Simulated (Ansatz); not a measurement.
One elementary step

Start structure (SnH$_{3}$Cl, closed shell), relaxed at PBE0-D4/def2-TZVP:

```
5
angstrom
Sn -0.1236 -0.0751 0.1144
Cl 1.4396 0.8721 -1.3362
H -0.8001 -1.3946 -0.7177
H -1.2607 1.1456 0.4422
H 0.7449 -0.5480 1.4973
```

The step: SnH₃Cl ([Cl][SnH3]) → SnH₂ + HCl (still joined by a long Sn–Cl bond); bonds formed: Cl2–H3; bonds broken: Sn1–H3; bonds weakened to dative contacts: Sn1–Cl2. Ansatz 0.2.0; basis: def2-TZVPP and def2-QZVPP; cores frozen in the correlated methods. Filled d shells of the heavier atoms are correlated. Core potentials replace the inner electrons of the atoms past krypton. The def2 sets are not built for correlating such inner shells, so the correlated values are less sure here. Extrapolation: Hartree–Fock as exp(−7.88 √X), correlation as X^−2.97. Energies below are by CCSD(T) at an estimated basis limit (MP2 extrapolated from triple and quadruple zeta, plus CCSD(T) − MP2 in triple zeta).

Problem. What are the electronic barrier and the energy of the step, from the start structure to the end structure? (Judge from chemistry; the value comes from the calculation.)

Solution. Computed: Barrier 50.13 kcal/mol; step energy 34.54 kcal/mol (uphill); reverse barrier, their difference, 15.59 kcal/mol. Barrier and step energy count from the start structure, the reverse barrier from the end structure.

The saddle point: One imaginary mode of 985i cm⁻¹.
| pair | start (Å) | saddle (Å) | end (Å) |
| --- | --- | --- | --- |
| Cl2–H3 | 3.25 | 1.66 | 1.28 |
| Sn1–Cl2 | 2.33 | 2.67 | 2.92 |
| Sn1–H3 | 1.70 | 1.82 | 3.35 |

Zero-point energy (harmonic, PBE0-D4): ZPE is 13.42 kcal/mol at the start and 11.18 kcal/mol at the saddle, so the barrier goes from 50.13 to 47.88 kcal/mol.

First-order rate constant out of the start structure at 898 K by transition-state theory, with harmonic vibrational free energies alone and no tunnelling: ΔA‡ = 47.57 kcal/mol, so k = (kB T/h) exp(−ΔA‡/kB T) ≈ 10^2 s⁻¹ (an order of magnitude at best: rotation, the number of equivalent paths and anharmonicity are left out).

No T1 diagnostic of these runs exceeds 0.016. The restricted Hartree–Fock reference is unstable towards an unrestricted one at one or more of these structures.

Losses and insertions of silylenes and their heavier kin drive the gas-phase chemistry of silicon and germanium vapour deposition.

Labels in which every atom is bracketed show which atoms are joined, not bond orders.

For scale, one of the runs: CCSD(T)/def2-TZVPP, 134 basis functions, launched by `ansatz run in.yaml --threads 2 --pin off --events-out ev --progress --plain --max-ram 4352MiB`. Time: 16 s of wall clock on 2 CPU threads of an Arm Neoverse V1; the host was shared. Peak host memory: 0.75 GiB.
